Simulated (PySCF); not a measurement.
**A small calculation by hand: dipole moment from atomic charges**

C₃H₃BrF₂, SMILES F[C@@H]1[C@H](F)[C@H]1Br. Atoms are numbered in the order given.

```xyz
9

F     -2.1992     0.2030     1.3852
C     -1.2020    -0.4380     0.7491
C     -1.2020    -0.4380    -0.7491
F     -2.1992     0.2030    -1.3852
C     -0.2187     0.4026     0.0000
Br     1.6420     0.0108     0.0000
H     -0.8534    -1.3339     1.2746
H     -0.8534    -1.3339    -1.2746
H     -0.4414     1.4737     0.0000
```
Charge 0, spin multiplicity 1.

Coordinates come from a PBE0-D3(BJ)/def2-SVP optimisation. The structure was generated by enumeration; whether it is a known compound was not checked.

Charges (e) from ωB97X/def2-TZVP run with PySCF:

```csv
atom,Mulliken,ESP fit
F1,-0.197,-0.151
C2,0.080,0.061
C3,0.080,0.061
F4,-0.197,-0.151
C5,-0.145,-0.290
Br6,-0.040,-0.063
H7,0.124,0.137
H8,0.124,0.137
H9,0.172,0.258
```

The dipole moment of the full density is 1.28 D.

**Question.** What dipole moment does each set of point charges give, and which comes closer to that of the density?

**Answer.** 
μ = Σ q r, and 1 e Å = 4.8032 D.
Mulliken: Σ q r = (0.353, -0.286, 0.000) e Å, |μ| = 2.18 D.
ESP fit: Σ q r = (0.130, -0.217, 0.000) e Å, |μ| = 1.22 D.
ESP fit comes closer in size. Point charges leave out the atoms' own dipoles (lone pairs, polarised bonds); fits to the potential absorb them, partitions of the density don't.
